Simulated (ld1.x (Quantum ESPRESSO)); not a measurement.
## What the settings do to the RRKJ potential of F

Base potential:

ld1.x (Quantum ESPRESSO) 7.5 input, shortened:

```
&input
   title='F', zed=9., rel=1, dft='WC', iswitch=3,
   config='[He] 2s2 2p4.5'
 /
 &inputp
   pseudotype=2, tm=.false., rho0=0.005, lloc=-1, rcloc=0.70,
   nlcc=.true., new_core_ps=.true., rcore=0.80
 /
2
2S  1  0   2.00   0.00  0.85  0.85  0.0
2P  2  1   4.50   0.00  1.05  1.05  0.0
 &test
   configts(1)='2s2 2p4.5'
 /
```

All-electron outer shells of the reference configuration (Wu–Cohen, scalar-relativistic, ld1.x):

```json
{"shell": "2s", "level (eV)": "-38.06", "outermost node (bohr)": "0.24", "outermost maximum (bohr)": "0.76"}
{"shell": "2p", "level (eV)": "-19.22", "outermost node (bohr)": "–", "outermost maximum (bohr)": "0.69"}
```

Cutoffs, loose and tight: the cutoffs (Ry, on a coarse ladder) from which the occupation-weighted sum of valence levels, in a spherical-Bessel basis at the reference potential, stays within 10 and 1 mRy of its value at 400 Ry. They do not see the model core or the augmentation charge, which bear on the density cutoff. Test errors are all-electron minus pseudo excitation energies from the reference, over the configurations 2s2 2p5; 2s2 2p4; 2s2 2p3; 2s2 2p1; 2s1 2p6; 2s1 2p5; 2s2 2p5.3. A dash means not determined; rows that change the core or the reference have their own tests.

```tsv
change	outcome	cutoff, loose	cutoff, tight	bound ghosts	largest test error (meV)
base	generated	160 Ry	200 Ry	none	+776
wave 2s (bound): rc 0.85 bohr becomes 2s (bound): rc 0.58 bohr	generated	over 300 Ry	over 300 Ry	none	+833
wave 2p (bound): rc 1.05 bohr becomes 2p (bound): rc 1.62 bohr	generated	160 Ry	200 Ry	none	+4766
type PAW; waves now 2s (bound): rcut 0.75, rcutus 0.85 bohr; 2s channel at 0.6 Ry: rcut 0.75, rcutus 0.85 bohr; 2p (bound): rcut 0.90, rcutus 1.05 bohr; 2p channel at 1.25 Ry: rcut 0.90, rcutus 1.05 bohr; local potential all-electron potential smoothed inside 0.75 bohr (lloc = -1); augmentation PSQ, inside the norm-conserving radii; rho0 0	generated	70 Ry	110 Ry	none	-43
reference 2s2 2p5	generated	160 Ry	200 Ry	none	+830
local potential all-electron potential smoothed inside 1.16 bohr (lloc = -1)	generated	160 Ry	200 Ry	none	+641
functional BLYP	generated	160 Ry	200 Ry	none	+821
```

(1) What comes out with this change to the base: all radii but the core radius scaled by about 1.05 (s 0.90, p 1.10 bohr); local potential all-electron potential smoothed inside 0.74 bohr (lloc = -1)?

Results:

(1) outcome: generated; cutoff, loose: 140 Ry; cutoff, tight: 180 Ry; bound ghosts: none; largest test error (meV): +947.
